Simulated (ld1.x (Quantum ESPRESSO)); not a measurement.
## Reading a pseudo-wave (carbon (C))

Columns: radius, all-electron u(r) and pseudo u(r) of the 2s shell (level -25.74 eV) of carbon in the configuration [He] 2s2 2p1; PBE, non-relativistic, TM scheme, ld1.x (Quantum ESPRESSO) 7.5.

```csv
r (bohr),all-electron,pseudo
0.100,0.3547,-0.0588
0.200,0.3336,-0.1221
0.300,0.1621,-0.1942
0.400,-0.0530,-0.2791
0.500,-0.2620,-0.3787
0.600,-0.4431,-0.4898
0.700,-0.5898,-0.6026
0.800,-0.7015,-0.7034
0.900,-0.7802,-0.7802
1.000,-0.8295,-0.8295
1.100,-0.8541,-0.8541
1.200,-0.8584,-0.8584
1.300,-0.8469,-0.8469
1.400,-0.8232,-0.8232
1.500,-0.7907,-0.7907
1.600,-0.7519,-0.7519
1.700,-0.7092,-0.7092
1.800,-0.6643,-0.6643
1.900,-0.6186,-0.6186
2.000,-0.5731,-0.5731
2.100,-0.5286,-0.5286
2.200,-0.4858,-0.4858
2.300,-0.4449,-0.4449
2.400,-0.4063,-0.4063
2.500,-0.3702,-0.3702
2.600,-0.3365,-0.3365
```

(1) How many radial nodes do the two functions have?

(2) At about which radius was the pseudo-wave matched?

(3) Where does each function peak?

(4) Is the pseudo-wave norm-conserving?

## Answers

(1) The all-electron 2s function has n − l − 1 = 1; the pseudo-wave has 0, since the states of the same l below it are removed with the core.

(2) 1.00 bohr, where the columns begin to agree (steps of 0.10 bohr).

(3) Outermost all-electron maximum near 1.20 bohr, pseudo maximum near 1.20 bohr (to the table’s step).

(4) Yes: the TM scheme keeps the norm inside the radius equal to the all-electron one, which fixes the energy derivative of the logarithmic derivative at the level.
